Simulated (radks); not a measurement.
Values are calculated unless marked as measured or tabulated.
Br20+, configuration [Ne] 3s2 3p3 (the NIST ground configuration).

Level of theory: scalar-relativistic Kohn-Sham, SCAN, spin-polarised, spherical densities, finite nucleus; open shells are filled with parallel spins first; meta-GGA in the generalised Kohn-Sham scheme; Fermi nuclear charge, rms radius 4.1629 fm (a radial shooting solver on a logarithmic mesh with Libxc functionals).

Energy parts (eV):
total: -64532.937
kinetic: 66086.385
electron-nucleus: -142057.586
Hartree: 13256.555
exchange-correlation: -1818.291

Orbitals (lengths in bohr, moments of r in powers of bohr; <r^-3> diverges for s and p1/2):
| orbital | occ. | eigenvalue (eV) | <r^-3> |
|---|---|---|---|
| 1s up | 1 | -14187.22 | - |
| 1s down | 1 | -14182.41 | - |
| 2s up | 1 | -2557.949 | - |
| 2s down | 1 | -2555.076 | - |
| 2p up | 3 | -2356.526 | 1385 |
| 2p down | 3 | -2351.493 | 1382 |
| 3s up | 1 | -914.5944 | - |
| 3s down | 1 | -895.4615 | - |
| 3p up | 3 | -848.3160 | 300.0 |

The highest occupied level is 3p up at -848.32 eV. Spin moment in Bohr magnetons: 3. The density falls to 0.001 e/bohr^3 at r = 1.23 bohr. The electron density at the nucleus is 4.524e+04 e/bohr^3 (large components only). For comparison, the ionisation energy in NIST's Atomic Spectra Database is 870 eV (semi-empirical). In exact Kohn-Sham theory the highest level is minus the ionisation energy, but local and semilocal functionals leave it too shallow, through self-interaction and a potential that decays too fast; potentials with the right tail come closer. Summed over all electrons, <r^2> = 1.546 bohr^2, which gives a Langevin (diamagnetic) susceptibility term of -1.22 x 10^-6 cm^3/mol. The spin density at the nucleus is 5.364 e/bohr^3 (1s -7.274, 2s 3.366, 3s 9.272).

Empty levels of this run are not shown, since the potential may be unsettled where no density lies.
